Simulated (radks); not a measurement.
Results of a calculation; reference values are marked as such.
Q: Code: a radial shooting solver on a logarithmic mesh with Libxc functionals. Model: scalar-relativistic Kohn-Sham, exchange-only LDA, spin-polarised, spherical densities, finite nucleus; open shells are filled with parallel spins first; Fermi nuclear charge, rms radius of each element as measured or else 0.836 A^(1/3) + 0.57 fm. Response by self-consistent Sternheimer equations with the Hartree and adiabatic exchange-only LDA kernel, the relativistic mass of each level held fixed and spin-orbit coupling left out. Rank S4+, S2+, S3+, S+, S5+, S, S6+ (NIST ground configurations) by static dipole polarisability, largest first.

A: S 23.30, S+ 11.40, S2+ 7.410, S3+ 5.292, S4+ 4.060, S5+ 2.575, S6+ 0.07531 bohr^3.
